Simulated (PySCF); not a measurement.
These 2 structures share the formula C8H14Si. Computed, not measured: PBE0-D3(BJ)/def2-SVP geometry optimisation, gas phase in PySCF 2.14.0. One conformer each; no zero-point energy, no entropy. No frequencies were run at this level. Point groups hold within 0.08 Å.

Problem. Order them by energy at this level, lowest first, and give relative energies in kcal/mol.
A. `[CH:1]1=[CH:2][CH2:3][SiH:4]([CH:5]2[CH2:6][CH2:7][CH2:8]2)[CH2:9]1` with C3–Si4–C5–C6 177°, C1–C2–C3–Si4 10°, C2–C3–Si4–C5 103°, Si4–C5–C6–C7 -100°, C5–C6–C7–C8 -17°
B. `[SiH3:1][C:2]1=[C:3]=[CH:4][CH2:5][CH2:6][CH2:7][CH2:8][CH2:9]1` with C3–C4–C5–C6 -12°, C4–C5–C6–C7 -60°, C5–C6–C7–C8 113°, C6–C7–C8–C9 -80°

Solution. A (0.0), B (21.9).

As drawn, the lower has a four-membered ring, which the higher lacks; the higher has cumulated double bonds, which the lower lacks.

| SMILES | E (Eh) | E rel (kcal/mol) | dipole (D) | point group | A, B, C (MHz) |
| --- | --- | --- | --- | --- | --- |
| C1=CC[SiH](C2CCC2)C1 | -601.94635 | 0.0 | 0.49 | Cs | 3160, 842.8, 746.6 |
| [SiH3]C1=C=CCCCCC1 | -601.91144 | 21.9 | 1.37 | C1 | 1897, 1078, 843.6 |
